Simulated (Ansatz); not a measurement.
`F[SiH2][AlH][Cl]` + NH₃ → `[NH2][AlH][Cl]` + `F[SiH3]` at 700 K and 1 bar (cleavage of the Al–Si bond).

Program: Ansatz. Geometries: PBE0-D4/def2-TZVP. ΔE: electronic, gas phase. CCSD(T)/CBS is the MP2 limit (def2-TZVPP, def2-QZVPP) plus CCSD(T) − MP2 in def2-TZVPP, frozen cores. This one scheme is used for every species. Each species was taken in one conformer, which may not be the lowest.

| species | CCSD(T)/CBS energy (Eh) | H − E (kJ/mol) | S (J/(mol·K)) |
| --- | --- | --- | --- |
| `F[SiH2][AlH][Cl]` | -1092.58214 | 140.2 | 449.0 |
| NH₃ | -56.50880 | 116.9 | 226.5 |
| `[NH2][AlH][Cl]` | -758.40905 | 140.9 | 368.9 |
| `F[SiH3]` | -390.72345 | 108.4 | 291.4 |

H − E and S are ideal-gas, rigid-rotor, harmonic terms from PBE0-D4/def2-TZVP, for one conformer and one mirror image of each species. 1 Eh = 2625.50 kJ/mol, R = 8.31446 J/(mol·K).

Question: By hand: ΔE, ΔH, ΔS and ΔG.

Answer: ΔE = (-758.40905) + (-390.72345) − (-1092.58214) − (-56.50880) = -0.04156 Eh = -109.1 kJ/mol. Δ(H − E) = 140.9 + 108.4 − 140.2 − 116.9 = -7.8, so ΔH = -116.9 kJ/mol. ΔS = 368.9 + 291.4 − 449.0 − 226.5 = -15.2 J/(mol·K). ΔG = -116.9 − 700 × (-15.2)/1000 = -106.3 kJ/mol.

Question: By hand: the equilibrium constant, and the temperature at which ΔG would vanish if ΔH and ΔS stayed fixed.

Answer: log₁₀ K = −ΔG/(RT ln 10) = 7.9. ΔG = 0 at ΔH/ΔS = 7691 K, far beyond where these terms or the molecules hold.

ΔH outweighs TΔS. A doubt of 5 kJ/mol in ΔE shifts log₁₀ K by 0.4 here. Other conformers and mirror images would add mixing entropy, several J/(mol·K) or more a flexible species. Modes under 60 cm⁻¹, often nearly free rotors, make the harmonic entropy too high. These are equilibria of isolated gas molecules and say nothing of rates. Largest T1 diagnostic: 0.011 (customary marks: 0.02 for closed shells, 0.045 for open ones).
